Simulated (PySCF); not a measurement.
Dipole response of Fe³⁺ (iron, charge +3)

[Ar] 3d5, high-spin 6S determinant. All numbers are calculated (PySCF 2.14, the spin-free X2C one-electron Hamiltonian (Gaussian nucleus), in aug-cc-pVTZ-DK (8s7p5d3f2g, 93 functions)). Coupled (time-dependent) response in atomic units; α is the mean over directions.

```tsv
method	mean α (bohr³)	C₆ (like pair)	S(−4)
wB97X	1.867	4.567	1.155
```

S(−4) is the Cauchy moment in α(ω) = α(0) + S(−4) ω² + …

α(iu) at wB97X:

```
u (hartree)  α(iu) (bohr³)
          0          1.867
     0.0500          1.865
      0.100          1.856
      0.200          1.823
      0.300          1.774
      0.500          1.643
      0.750          1.465
       1.00          1.300
       1.50          1.028
       2.00         0.8245
       3.00         0.5544
       5.00         0.2922
```

For an ion, C₆ is the dispersion term alone; charge-induced terms of lower order in 1/R come first.
